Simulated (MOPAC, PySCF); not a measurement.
C₃H₂F₂, SMILES `C1(F)=C[C@@H]1F`, neutral singlet in the gas phase. 

Cartesian coordinates (Å):
```xyz
7

F      0.4139     0.7438    -1.9863
C      0.2402     0.3745    -0.7297
C      0.7000     0.3666     0.4900
C     -0.6023    -0.3418     0.2032
F     -0.6051    -1.7457     0.1872
H      1.4281     0.6096     1.2546
H     -1.5748    -0.0071     0.5810
```
Charge 0, multiplicity 1.

All levels are single points at this geometry (PBE-D3(BJ)/def2-TZVP); Pople sets use spherical d functions. Orbital energies aren't observables, and empty levels follow the basis.

B3LYP/6-311+G** in PySCF gives dipole (D) = 2.37.

**Question.** Estimate the dipole (D) from each of these levels: PBE-D3(BJ)/def2-TZVP in PySCF; B3LYP/3-21G in PySCF; BP86/6-31G* in PySCF; M06-2X/6-31G* in PySCF; PBE/6-31G* in PySCF; SVWN5/6-31G* in PySCF; HF/3-21G in PySCF; HF/6-31G* in PySCF; HF/STO-3G in PySCF; PM3 in MOPAC; PM6 in MOPAC; PM7 in MOPAC.

**Answer.** 
```
level                          dipole (D)
-----------------------------  ----------
PBE-D3(BJ)/def2-TZVP in PySCF        2.02
B3LYP/3-21G in PySCF                 1.92
BP86/6-31G* in PySCF                 1.80
M06-2X/6-31G* in PySCF               2.07
PBE/6-31G* in PySCF                  1.78
SVWN5/6-31G* in PySCF                1.84
HF/3-21G in PySCF                    2.49
HF/6-31G* in PySCF                   2.37
HF/STO-3G in PySCF                   1.43
PM3 in MOPAC                         1.87
PM6 in MOPAC                         1.69
PM7 in MOPAC                         1.85
```
